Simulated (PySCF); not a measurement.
**What PySCF settings do for F4STe**

Base input, run as `OMP_NUM_THREADS=1 python input.py` with PySCF 2.14:

```python
from pyscf import gto, scf

mol = gto.M(
    atom='Te 0 0 -0.058; S 0 0 2.1377; F 1.8785 0 -0.397; F 0 1.4959 -1.2123; F -1.8785 0 -0.397; F 0 -1.4959 -1.2123',
    basis='lanl2dz',
    ecp={'Te': 'lanl2dz', 'S': 'lanl2dz'},
    charge=0,
    spin=0,
    verbose=3,
)
mf = scf.RHF(mol)
mf.kernel()
mf.dip_moment()
print('orbital energies (hartree):', mf.mo_energy[..., max(0, mol.nelec[1]-3):mol.nelec[0]+3].round(4))
```

Base result: E(SCF) = -415.368451 Eh, μ(SCF) = 2.36 D. 

It ran on Arm Neoverse N1 (1 thread, shared host) in 1.4 s, peak memory 0.11 GiB.

Each row names what differs from the base; energies in brackets are changes from the base.

| change | result | wall time (s) |
| --- | --- | --- |
| step after the SCF: none → frequency [not at a minimum] | E(SCF) = -415.368451 Eh (+0.0000 eV), μ(SCF) = 2.36 D, wavenumbers 98, 144, 174, 246, 308, 326, 341, 474, 594, 654, 657, 657 cm⁻¹ | 33 |
| functional: none (Hartree–Fock) → pw6b95; SCF type: RHF → RKS; step after the SCF: none → analyze | E(SCF) = -417.856014 Eh, μ(SCF) = 2.19 D | 10 |
| electric field along z (a.u.): none → 0.2 [unsound on purpose] [may be another electronic state] | E(SCF) = -417.056556 Eh (-45.9357 eV), μ(SCF) = 42.67 D | 1.4 |
| spin (2S): 0 → 4; SCF type: RHF → UHF [a high spin state] | E(SCF) = -415.152365 Eh (+5.8800 eV), ⟨S²⟩ = 6.032, μ(SCF) = 10.03 D | 1.6 |
| functional: none (Hartree–Fock) → hse06; SCF type: RHF → RKS; step after the SCF: none → analyze | E(SCF) = -417.126058 Eh, μ(SCF) = 2.01 D | 12 |
| core potential: on → off [unsound on purpose] | E(SCF) = -1009.288542 Eh, μ(SCF) = 127.11 D | 1.1 |
| functional: none (Hartree–Fock) → camb3lyp; SCF type: RHF → RKS; step after the SCF: none → analyze | E(SCF) = -417.327685 Eh, μ(SCF) = 2.05 D | 10 |
| basis set: lanl2dz → 6-31g(3d); core potential: on → off [unsound on purpose] | stops with BasisNotFoundError (Basis set not found for Te in 6-31g(3d)) | 0.93 |
| basis set: lanl2dz → sto-3g; core potential: on → off | E(SCF) = -7332.102265 Eh, μ(SCF) = 1.03 D | 1.7 |
| smearing width (hartree): none → 0.005 | E(SCF) = -415.368451 Eh (+0.0000 eV), μ(SCF) = 2.36 D | 1.5 |
